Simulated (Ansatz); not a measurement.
C₂H₆BNSe (`CB(N)C=[Se]`), relaxed with RKS PBE0-D4/def2-TZVP in the Gaussian-basis code of Ansatz from a PBE-D4/def2-SVP geometry. The force threshold is 0.005 eV/Å; the program also tests the step.

Total charge 0; spin multiplicity 1.

Start:

```xyz
11

C     0.519   -0.539   -1.215
B     0.039    0.117    0.137
N     0.844    1.033    0.842
C    -1.366   -0.202    0.794
Se   -2.564   -1.357    0.162
H     0.495   -1.647   -1.135
H    -0.192   -0.295   -2.033
H     1.535   -0.231   -1.533
H     1.774    1.319    0.529
H     0.559    1.474    1.719
H    -1.642    0.328    1.733
```

(1) How much energy does the relaxation release, and in how many steps? (Best estimate.)

(2) Which bonds change most? (An estimate is asked.)

(3) Give the relaxed structure. (Best estimate.)

Results:

(1) Ansatz gave: 1.08 kcal/mol, in 5 steps, 1 of them rejected.

(2) Ansatz gave: C4–Se5 from 1.780 to 1.757 Å; C4–H11 from 1.113 to 1.093 Å; C1–H6 from 1.111 to 1.094 Å; C1–H7 from 1.111 to 1.094 Å.

(3) Ansatz gave: 
```xyz
11

C     0.513   -0.537   -1.205
B     0.038    0.115    0.137
N     0.838    1.024    0.833
C    -1.359   -0.199    0.794
Se   -2.542   -1.335    0.165
H     0.498   -1.628   -1.131
H    -0.180   -0.293   -2.016
H     1.516   -0.227   -1.509
H     1.752    1.304    0.518
H     0.558    1.460    1.696
H    -1.631    0.317    1.718
```
